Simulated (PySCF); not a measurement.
## Identify the compound

Molecular formula: C6H8F2. Simulated spectra:

¹H NMR (300 MHz, computed): δ 6.24 (m, 1H), 6.23 (m, 1H), 5.33 (m, 1H), 5.21 (m, 1H), 2.75 (m, 1H), 2.65 (m, 1H), 2.30 (m, 1H), 1.60 (m, 1H).

¹³C{¹H} NMR (computed): δ 140.0 (CH), 133.0 (CH), 88.9 (CH), 88.5 (CH), 40.1 (CH2), 37.3 (CH2).

[PySCF 2.14.0 with density-fitted response routines: NMR shieldings at PBE0/pcSseg-1/GIAO; GFN2-xTB structure; in vacuum; non-relativistic Hamiltonian; single conformer]

Shifts are taken against calculated references (same method and geometry level): TMS for ¹H and ¹³C.

Question: Choose the structure that fits.
A. CCC1=C(C(F)F)C1
B. F[C@@H]1C[C@@H](F)[C@H]2C[C@H]21
C. F[C@@H]1[C@@H]2C[C@@H]2C[C@H]1F
D. F[C@@H]1CC=C[C@@H](F)C1

Answer: D. 

1. Rings plus π bonds: 2 (1 ring in the answer).
2. 6 carbon signals for 6 carbons: no two carbons are equivalent.
3. Carbon types of the structure: 4 × CH, 2 × CH2, which accounts for all hydrogens.
4. δC 140.0, 133.0: alkene CH; an sp2 carbon of a C=C bond.
5. δC 88.9: allylic sp3 CH bonded to F; pulled downfield by the heteroatom.
6. δC 88.5: sp3 CH bonded to F; the inductive effect lowers its shielding.
7. δH 6.24, 6.23: hydrogen on an alkene CH; attached to an sp2 carbon and in the plane of the double bond.
8. δH 2.75, 2.30: hydrogen on an allylic sp3 CH2; allylic position.

The others: F[C@@H]1[C@@H]2C[C@@H]2C[C@H]1F has carbons computed at 106.4, 102.8, 38.3, 23.6, 20.1, 10.4; CCC1=C(C(F)F)C1 would give 4 signals for carbon-bound and other non-exchanging H, not 8; F[C@@H]1C[C@@H](F)[C@H]2C[C@H]21 has carbons computed at 99.5, 98.5, 41.1, 27.5, 25.5, 7.1.

Splittings by ¹⁹F in the carbon and heteronuclear signals aren't shown, as no couplings were computed. Shifts are as computed. Against solution values, carbons near 30 ppm lie about +3 ppm off and those near 130 ppm about +5 ppm. Of 1211 compounds with measured shifts, 218 miss one by over three times the rms of a fit or turn the order of signals round; such compounds aren't used in these exercises. No couplings were computed; multiplicities are counted from neighbouring protons, with m where these are inequivalent, close in shift, in a saturated or five-membered ring or joined by F or P, and br s for small geminal =CH2 splittings.
